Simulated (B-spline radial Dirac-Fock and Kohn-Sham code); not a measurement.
X-ray form factors of rhodium in several charge states

Calculated with a radial B-spline solver, using relativistic Hartree-Fock (Dirac-Fock) wave functions, averaged over the configuration.

Configurations: Rh³³⁺ [Ne] 3s2; Rh³⁵⁺ [He] 2s2 2p6; Rh³⁶⁺ [He] 2s2 2p5; Rh³⁷⁺ [He] 2s2 2p4; Rh³⁹⁺ [He] 2s2 2p2. The first column is f₀ of Rh³³⁺, the others are differences from it.

```
s (Å⁻¹)   Rh³³⁺  Δ Rh³⁵⁺  Δ Rh³⁶⁺  Δ Rh³⁷⁺  Δ Rh³⁹⁺
      0  12.000   -2.000   -3.000   -4.000   -6.000
   0.05  11.992   -1.995   -2.995   -3.994   -5.994
    0.1  11.969   -1.981   -2.979   -3.978   -5.975
   0.15  11.931   -1.957   -2.954   -3.950   -5.944
    0.2  11.879   -1.924   -2.918   -3.912   -5.902
   0.25  11.812   -1.882   -2.873   -3.864   -5.847
    0.3  11.731   -1.833   -2.819   -3.806   -5.782
   0.35  11.637   -1.775   -2.757   -3.740   -5.707
    0.4  11.531   -1.711   -2.687   -3.665   -5.622
   0.45  11.414   -1.640   -2.611   -3.582   -5.528
    0.5  11.286   -1.564   -2.528   -3.493   -5.427
    0.6  11.002   -1.400   -2.348   -3.298   -5.204
    0.7  10.689   -1.225   -2.155   -3.087   -4.960
    0.8  10.353   -1.045   -1.955   -2.868   -4.704
    0.9  10.003   -0.868   -1.756   -2.647   -4.442
      1   9.646   -0.700   -1.563   -2.431   -4.181
    1.1   9.289   -0.544   -1.381   -2.224   -3.927
    1.2   8.935   -0.404   -1.214   -2.030   -3.683
    1.4   8.256   -0.181   -0.933   -1.693   -3.238
    1.6   7.626   -0.037   -0.728   -1.428   -2.859
```
